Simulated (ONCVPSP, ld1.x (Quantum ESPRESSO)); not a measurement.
# Potentials for tellurium (Te) compared

Generated with ld1.x 7.5 (TM, RRKJ, ultrasoft, PAW), atompaw 4.2 or ONCVPSP 4.0.1. The cutoff is in Ry: for ld1.x and atompaw files where the sum of valence levels is converged to 10 mRy in a Bessel basis, for ONCV files where the hardest occupied wave has 1 mHa per electron of residual kinetic energy. The error is the largest all-electron minus pseudo excitation energy over each file’s own four to seven test configurations (ionisations up to +4, promotions, holes and added fractions of an electron), all of which were solved. The labels leave out finer settings (local radius, basis sizes, second energies), which also bear on the numbers. Spin-polarised tests are not counted. The rows are a selection from randomly drawn settings: files with unsolved tests, undetermined cutoffs or missed reference levels are left out.

A true bound ghost makes a file unfit for plane-wave use even where its test errors are small: the radial tests pick states by their node count and pass the ghost by.

```tsv
potential	cutoff (Ry)	largest error (meV)	bound ghosts
ONCV, PBEsol, scalar-relativistic, rc 1.90/2.15/2.20 (spd), local s, core correction yes, reference 5s2 5p4, qcut 2.7/3.3/4.5, projectors 0/2/2	92	-329	d
ONCV, PBEsol, scalar-relativistic, rc 1.95/1.70/1.15 (spd), local smoothed, core correction no, reference 4d10 5s2 5p4, qcut 3.2/5.5/11.1, projectors 2/2/2	140	-17	s, p
ONCV, LDA (Perdew-Zunger), scalar-relativistic, rc 1.50/1.50 (sp), local p, core correction no, reference 5s2 5p4, qcut 5.2/4.8, projectors 3/0	171	+74	s
```

(1) Fill in the row for Te: ONCV, PBEsol, fully relativistic, rc 1.60/1.80 (sp), local smoothed, core correction yes, reference 5s2 5p4, qcut 3.6/4.7, projectors 1/2.

(2) Fill in the row for Te: ONCV, PBE, scalar-relativistic, rc 1.90/2.10 (sp), local smoothed, core correction no, reference 5s2 5p3, qcut 3.6/3.3, projectors 1/1.

(3) Fill in the row for Te: TM, PBEsol, fully relativistic, rc 1.50/2.10 (sp), local s, core correction yes, reference 5s2 5p3.

## Answers

(1) cutoff 21 Ry, largest error -90 meV, bound ghosts: s.

(2) cutoff 24 Ry, largest error +24 meV, bound ghosts: none.

(3) cutoff 55 Ry, largest error -54 meV, bound ghosts: d.
